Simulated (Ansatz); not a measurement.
Stepwise reaction of `[F][Al]([F])[F]` with hydrogen sulfide, as a gas-phase model of exchange steps in deposition or etching. ΔE in kJ/mol.

Calculated with Ansatz (gas phase, PBE0-D4/def2-TZVP geometries, no zero-point term in ΔE). CBS: MP2 limit from def2 TZ/QZ plus the TZ coupled-cluster correction, frozen cores. This one scheme is used for every species. DFT in def2-TZVPP. B3LYP here is the variant with VWN-RPA as its local correlation; programs differ in this. Each species was taken in one conformer, which may not be the lowest.

```
step                                                reaction  PBE-D4  B3LYP-D4  ωB97M-V  CCSD(T)/CBS
   1      `[F][Al]([F])[F]` + H₂S → `[F][Al]([F])[SH]` + H–F    51.8      64.2     62.1         61.8
   2    `[F][Al]([F])[SH]` + H₂S → `[F][Al]([SH])[SH]` + H–F    59.3      71.9     69.6         66.9
   3  `[F][Al]([SH])[SH]` + H₂S → `[SH][Al]([SH])[SH]` + H–F    62.0      74.2     72.9         67.8
```

Question: By hand: ΔE of the 3 steps together at CCSD(T)/CBS.

Answer: (61.8) + (66.9) + (67.8) = 196.5 kJ/mol, or 65.5 kJ/mol a step.

In ΔE step 1 is the lowest and step 3 the highest. All are uphill at CCSD(T)/CBS. PBE-D4 differs from CCSD(T)/CBS by -10.0 to -5.8 kJ/mol a step. Isolated molecules leave out the surface, adducts and barriers. Largest T1 diagnostic: 0.013.
